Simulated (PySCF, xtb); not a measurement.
dialuminium oxide (Al₂O), SMILES [O]([Al])[Al] (connectivity only; charge and spin as stated), neutral, multiplicity 1.

Harmonic wavenumbers (cm⁻¹) from GFN2-xTB (xtb) at its own minimum, in rising order: 175, 175, 501, 964.

**Question.** What does PBE-D3(BJ)/def2-TZVP run with PySCF give at its own minimum? (Estimate from the structure and the level; the computed values follow.)

**Answer.** 97, 97, 488, 957. Paired by order, the mean absolute difference is 44 cm⁻¹ and the zero-point energies are 2.6 and 2.3 kcal/mol.
